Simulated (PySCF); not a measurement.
This PySCF input asks for the NMR shieldings of `[BH3-][P@@+]1(C(F)=C(F)F)C(C)=C1[SiH3]`, C5H9BF3PSi; the geometry comes from GFN2-xTB.

```python
import basis_set_exchange as bse
import numpy as np
from pyscf import gto, dft
from pyscf.prop import nmr

atoms = """
B     0.547310   -2.290550   -1.041248
P    -0.125643   -0.458850   -0.678255
C    -1.860496   -0.195889   -0.114303
F    -2.064076    0.611585    0.945652
C    -2.898121   -0.794229   -0.688932
F    -2.757648   -1.573650   -1.750497
F    -4.172375   -0.706559   -0.334679
C     0.642716    1.170808   -0.353354
C     0.903758    2.470520   -0.976390
C     0.762261    0.384825    0.696405
Si    1.428051    0.171823    2.436175
H     0.126906   -2.884446   -0.103016
H     0.101396   -2.621667   -2.082332
H     1.718113   -2.094319   -1.032997
H     1.502166    3.087467   -0.307186
H     1.432855    2.338910   -1.920028
H    -0.036496    2.980393   -1.187327
H     1.859927   -1.213763    2.585761
H     0.337972    0.517716    3.346823
H     2.546275    1.110553    2.556692
"""
names = dict.fromkeys(["B", "P", "C", "F", "Si", "H"], "pcSseg-1")
basis = {el: gto.basis.parse(bse.get_basis(n, elements=[el], fmt="nwchem")) for el, n in names.items()}
mol = gto.M(atom=atoms, basis=basis, charge=0, verbose=0)
mf = dft.RKS(mol, xc="PBE0")
mf.grids.level = 2
mf.grids.alignment = dft.numint.BLKSIZE   # the property module wants whole blocks of grid points
mf.conv_tol = 1e-9
mf.kernel()

calc = nmr.RKS(mf)   # GIAO
C = mf.mo_coeff
Co = C[:, mf.mo_occ > 0]
resp = mf.gen_response(singlet=True, hermi=2)
def vind(x):   # induced exchange potential for any number of trial vectors
    d = np.einsum("pi,xij,qj->xpq", C, 2 * x.reshape(-1, C.shape[1], Co.shape[1]), Co, optimize=True)
    return np.einsum("xpq,pi,qj->xij", resp(d - d.transpose(0, 2, 1)), C, Co, optimize=True).ravel()
mo1, _ = nmr.rhf.solve_mo1(calc, with_cphf=vind)
sigma = calc.kernel(mo1)
for i, s in enumerate(sigma):   # ppm
    w = np.linalg.eigvalsh((s + s.T) / 2)
    print("%2d %-2s iso %8.1f  s11 %8.1f  s22 %8.1f  s33 %8.1f" % (i, mol.atom_pure_symbol(i), w.mean(), *w))
```

Q: What does it print?

A: 
```
 0 B  iso    136.2  s11    115.7  s22    131.4  s33    161.5
 1 P  iso    514.7  s11    247.8  s22    327.8  s33    968.7
 2 C  iso     50.3  s11     13.6  s22     52.9  s33     84.6
 3 F  iso    368.6  s11    275.6  s22    399.1  s33    431.1
 4 C  iso     13.7  s11    -61.2  s22     46.6  s33     55.6
 5 F  iso    287.7  s11    251.7  s22    280.3  s33    331.1
 6 F  iso    248.5  s11    194.2  s22    273.1  s33    278.2
 7 C  iso     28.2  s11   -106.9  s22     56.9  s33    134.6
 8 C  iso    169.6  s11    153.0  s22    168.9  s33    186.9
 9 C  iso     59.1  s11    -73.2  s22     64.1  s33    186.3
10 Si iso    439.3  s11    425.1  s22    437.9  s33    454.9
11 H  iso     29.3  s11     26.2  s22     28.2  s33     33.5
12 H  iso     29.8  s11     26.3  s22     28.7  s33     34.3
13 H  iso     30.8  s11     27.2  s22     28.5  s33     36.8
14 H  iso     28.8  s11     23.6  s22     27.8  s33     35.1
15 H  iso     29.0  s11     24.6  s22     27.1  s33     35.4
16 H  iso     29.1  s11     24.5  s22     27.6  s33     35.0
17 H  iso     27.0  s11     23.0  s22     26.4  s33     31.8
18 H  iso     27.2  s11     23.6  s22     26.0  s33     32.1
19 H  iso     27.1  s11     23.0  s22     26.0  s33     32.2
```

These numbers come from an equivalent density-fitted implementation of the same equations, which agrees with the script to about 0.01 ppm for H and up to a few tenths of a ppm for heavy atoms, so last digits may differ.

Size and cost of the density-fitted run: 246 basis functions, 79 s wall time on 1 thread of an Arm Neoverse V1, shared host.
